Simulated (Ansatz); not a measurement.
A calculation with Ansatz (development build ahead of 0.2.0).

```yaml
crystal:
  periodic: [false, false, false]
  atoms:
    - { symbol: Fe, position_ang: [0.0, 0.0, 0.0] }
    - { symbol: Zr, position_ang: [0.0, 0.0, 2.7] }
basis:
  gaussian: { orbitals: def2-TZVPP }
magnetization:
  spin_polarized: true
  initial_magnetization: 6
hamiltonian:
  xc: { name: wB97X }
```

The input is written out in the form of the current development build from the run's settings. The basis set brings a core potential for Zr, so the total leaves out those core electrons.

The run gave:

```json
{
 "Converged": "yes",
 "Total energy": "-1310.57989 hartree",
 "Spin squared of the determinant": "12.053",
 "Stability test": "minimum"
}
```

Caution: other spin multiplicities were not run.
